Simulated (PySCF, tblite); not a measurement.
Compound: C7H8F3P.
Structure used (GFN2-xTB), in Å, numbered top down from 1:
```xyz
19
C7H8F3P angstrom
C      3.5690   -0.6462   -0.2271
C      2.8976    0.3539   -0.7911
C      1.6329    0.7963   -0.3092
C      0.6333    1.6497   -0.4289
P      0.3506    0.5180    0.9768
C     -0.6449   -0.8636    0.1264
C     -2.1227   -0.8390    0.5079
C     -2.7999    0.4225    0.0198
F     -4.1276    0.3890    0.2277
F     -2.6317    0.6258   -1.2966
F     -2.3524    1.5277    0.6329
H      3.1705   -1.1611    0.6324
H      4.5258   -0.9729   -0.5952
H      3.2890    0.8821   -1.6529
H      0.2539    2.4900   -0.9652
H     -0.2238   -1.8193    0.4504
H     -0.5275   -0.7883   -0.9579
H     -2.2450   -0.8722    1.5926
H     -2.6568   -1.6835    0.0650
```

Level of theory: PBE0/pcSseg-1 in PySCF (dipole) on a GFN2-xTB geometry, gas phase.

Masses are those of the commonest isotopes; rigid-rotor values at the optimised geometry. The values belong to one conformer with, in the numbering `[CH2:1]=[CH:2][C:3]1=[CH:4][P:5]1[CH2:6][CH2:7][C:8]([F:9])([F:10])[F:11]`, C1–C2–C3–C4 178°, C4–P5–C6–C7 -107°, P5–C6–C7–C8 65°.

Give the principal moments of inertia and the rotational constants in MHz.

Ia = 206.85, Ib = 1075.93, Ic = 1106.95 u·Å²; 505379 MHz·u·Å²/I gives A = 2443, B = 469.7, C = 456.6 MHz.

What kind of rotor is it?

A near-prolate asymmetric top: κ = (2 × 469.7 − 2443 − 456.6)/(2443 − 456.6) = -0.99.

What does the inertial defect say?

Not planar: Δ = Ic − Ia − Ib = -175.83 u·Å². For a rigid frame Δ = −2 Σ m c², so Σ m c² = 87.91 u·Å² lies off the ab plane: 5.56 from hydrogen and 82.35 from heavier atoms. The atom farthest from that plane is 1.32 Å away.

Give the other two planar moments, Paa and Pbb, and the rms extents of the mass along the axes.

Paa = Σ m a² = (Ib + Ic − Ia)/2 = 988.02 and Pbb = Σ m b² = (Ia + Ic − Ib)/2 = 118.93 u·Å². With the mass M = 180.03 u, the rms extents √(P/M) along a, b and c are 2.34, 0.81, 0.70 Å.

Which lines would a microwave search look for?

The dipole components are |μa| = 1.91 D, |μb| = 1.57 D, |μc| = 1.26 D. Intensities carry the squares of the components, which stand as 1.00 : 0.68 : 0.44 (a : b : c). Some lines, for components of 0.1 D or more:

```csv
type,branch,"J(Ka,Kc)",MHz,lower level (cm⁻¹)
a,R,"2(1,2) ← 1(1,1)",1839,0.097
a,R,"2(1,1) ← 1(1,0)",1866,0.097
a,R,"3(1,3) ← 2(1,2)",2759,0.158
c,R,"1(1,0) ← 0(0,0)",2913,0.000
a,R,"4(3,1) ← 3(3,0)",3705,0.780
c,R,"2(1,1) ← 1(0,1)",3852,0.031
a,R,"5(4,1) ← 4(4,0)",4631,1.366
a,R,"5(3,3) ← 4(3,2)",4632,0.903
c,Q,"3(2,2) ← 3(1,2)",5901,0.253
c,R,"2(2,0) ← 1(1,0)",7786,0.097
c,R,"3(2,2) ← 2(1,2)",8739,0.158
b,R,"3(3,0) ← 2(2,1)",12679,0.357
c,R,"4(3,1) ← 3(2,1)",13605,0.450
b,R,"5(3,2) ← 4(2,3)",14532,0.573
c,R,"4(4,1) ← 3(3,1)",17566,0.780
c,Q,"5(5,1) ← 5(4,1)",17821,1.520
b,R,"5(4,2) ← 4(3,1)",18492,0.903
c,R,"5(4,1) ← 4(3,1)",18492,0.903
```

Its GFN2-xTB frequencies are all real (lowest 22 cm⁻¹). Constants of a rigid frame at the computed geometry: no zero-point averaging, no centrifugal distortion.

The run took 66 s wall on one thread, x86-64 server, on a shared host. This is the PBE0/pcSseg-1 job that gave the dipole, with the shieldings it also computed.
